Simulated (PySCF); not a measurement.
Molecule: SMILES N#Cc1ccccn1, C$_{6}$H$_{4}$N$_{2}$.

Mapped SMILES: `[N:1]#[C:2][c:3]1[cH:4][cH:5][cH:6][cH:7][n:8]1`. Each H is labelled by its parent atom.

Geometry PBE0-D3(BJ)/def2-SVP throughout; GIAO in PySCF 2.14, gas phase, one conformer, non-relativistic; equivalent atoms averaged; functional PBE0.

For orientation, cc-pVTZ gives these absolute shieldings σ: N8 -95.1, N1 -39.4, C7 32.3, C5 46.9, C4 53.5, C3 47.1, H(C7) 22.38, H(C4) 23.49, H(C6) 23.82 ppm.

A run gave: N8 -60.9, N1 -10.7, C7 49.7, C5 64.5, C4 69.7, C3 63.9, H(C7) 23.19, H(C4) 24.51, H(C6) 24.75 ppm (absolute shieldings σ).

**Question.** Which basis set was used in that run?
A. STO-3G
B. 6-31G*
C. def2-TZVP
D. pcSseg-1

**Answer.** B. C5 tells them apart best: 6-31G* gives 64.5, pcSseg-1 gives 42.6, STO-3G gives 120.8, def2-TZVP gives 45.2 ppm.
